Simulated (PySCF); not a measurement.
**How methods differ on the excitation energy of O⁺**

O⁺ [He] 2s2 2p3 (4S) → O⁺ [He] 2s1 2p3 3d1 (6D), as a difference of total energies. All numbers are calculated (PySCF 2.14, scalar relativity by spin-free X2C-1e, in aug-cc-pVTZ-DK (5s4p3d2f, 46 functions)). Correlated levels: valence: 1s2 frozen. The calculations carry no spin-orbit coupling.

| method | excitation energy (eV) |
| --- | --- |
| UHF | 37.546 |
| MP2 (valence) | 39.298 |
| SCS-MP2 (valence) | 39.762 |
| CCSD (valence) | 39.545 |
| CCSD(T) (valence) | 39.585 |

Question: How much does correlation contribute at CCSD(T) (valence)?

Answer: 39.585 − (37.546) = 2.039 eV, measured against UHF.

The upper state lies above the first ionisation limit, but in LS coupling its spin forbids autoionisation to the ground ion. A Rydberg-like electron needs more diffuse functions than a valence basis has.

The promoted electron is Rydberg-like, and one or two diffuse shells describe it only roughly, which tends to raise the upper state.
